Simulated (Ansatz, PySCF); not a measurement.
Molecule: C3H6N, net charge 0, doublet state. It need not be the lowest isomer of its formula. 
Structure (B3LYP-D3(BJ)/def2-TZVP (Ansatz, a first-principles code) minimum search):
```
C
H 1 1.0919
N 1 1.4433 2 117.58
H 3 1.0130 1 110.94 2 69.54
H 3 1.0131 4 108.13 1 122.00
C 1 1.4654 2 116.54 3 148.82
H 6 1.0784 1 132.99 2 -19.30
C 6 1.4610 7 133.28 1 -91.57
H 8 1.0856 6 118.05 7 -131.93
H 8 1.0862 9 114.63 6 -149.62
```
Charge 0, spin multiplicity 2.

Property: atomisation energy (electronic, to ground-state atoms), in kJ/mol. Correlated levels leave the core frozen unless marked. Open shells are spin-unrestricted. Spin-orbit coupling is left out. No relativistic terms. The coupled-cluster limit lacks core correlation, which all-electron functionals hold. Basis-set limits of correlation are two-point, X^-3; Hartree-Fock from the larger set. [CCSD(T)-MP2]/basis is that difference in the basis named.

```csv
level,program,atomisation energy (kJ/mol)
r2SCAN-D3(BJ)/def2-TZVPD,Ansatz + dftd3,3806.9
PBE0/def2-TZVP,Ansatz,3824.2
TPSSh/def2-TZVPD,PySCF,3802.1
HSE06-D3(BJ)/def2-TZVPD,Ansatz + dftd3,3840.9
HSE06-D4/def2-TZVPD,Ansatz + dftd4,3842.6
wB97M-V/def2-TZVPD,Ansatz,3798.6
wB97X-V/def2-TZVPD,Ansatz,3800.9
B2PLYP-D4/def2-TZVPD,Ansatz + dftd4,3750.7
CCSD/6-31G*,Ansatz,3373.5
"RI-MP2/CBS(cc-pVTZ,cc-pVQZ)+[CCSD(T)-MP2]/cc-pVTZ",Ansatz,3775.4
```
